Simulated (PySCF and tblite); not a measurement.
Results of a calculation; reference values are marked as such.
C₅H₉FO, numbered as in [F:1][C@H:2]1[CH2:3][CH2:4][CH2:5][CH2:6][O:7]1. The same 5 conformers on PBE0-D3(BJ)/def2-SVP geometries, with only the solvent of the single-point energies changed (functional PBE0, basis set def2-TZVP, D3(BJ) where defined; PySCF).

The 6-ring runs over atoms 2–3–4–5–6–7.

```
conformer                                                        shape  symmetry  dipole D
        1                                      6-ring chair (F1 axial)        C1      1.97
        2                   6-ring chair (all substituents equatorial)        C1      3.01
        3  6-ring twist-boat (ring torsions -61, 29, 32, -69, 35, 29°)        C1      2.44
        4  6-ring twist-boat (ring torsions 26, 29, -60, 29, 31, -61°)        C1      2.31
```

Not shown: 1 more, 0.1 % in all.

Energies (kcal/mol) above conformer 1 and its weight at 298.15 K (thermal terms from GFN2-xTB):

```json
{"solvent": "gas phase", "E(2) − E(1)": "2.29", "E(3) − E(1)": "3.98", "E(4) − E(1)": "4.28", "weight of 1 (%)": "97", "dipole of 1 (D)": "1.97", "of 2": "3.01"}
{"solvent": "cyclohexane", "E(2) − E(1)": "2.07", "E(3) − E(1)": "3.81", "E(4) − E(1)": "4.17", "weight of 1 (%)": "96", "dipole of 1 (D)": "2.17", "of 2": "3.33"}
{"solvent": "chloroform", "E(2) − E(1)": "?", "E(3) − E(1)": "?", "E(4) − E(1)": "?", "weight of 1 (%)": "?", "dipole of 1 (D)": "?", "of 2": "?"}
{"solvent": "acetone", "E(2) − E(1)": "1.60", "E(3) − E(1)": "3.55", "E(4) − E(1)": "3.93", "weight of 1 (%)": "91", "dipole of 1 (D)": "2.49", "of 2": "3.84"}
{"solvent": "water", "E(2) − E(1)": "1.54", "E(3) − E(1)": "3.52", "E(4) − E(1)": "3.90", "weight of 1 (%)": "90", "dipole of 1 (D)": "2.52", "of 2": "3.90"}
```

What does chloroform give?

E(2) − E(1) = 1.82 kcal/mol, E(3) − E(1) = 3.67 kcal/mol, E(4) − E(1) = 4.04 kcal/mol, weight of conformer 1 94 %, dipoles 2.35 and 3.62 D.

How much does the choice of solvent matter?

The widest range is that of E(2) − E(1), which runs from 1.54 (water) to 2.29 kcal/mol (gas phase), a spread of 0.76, against RT = 0.59. From gas phase to water conformer 2 gains, the one with the larger dipole, as a polar medium favours it.
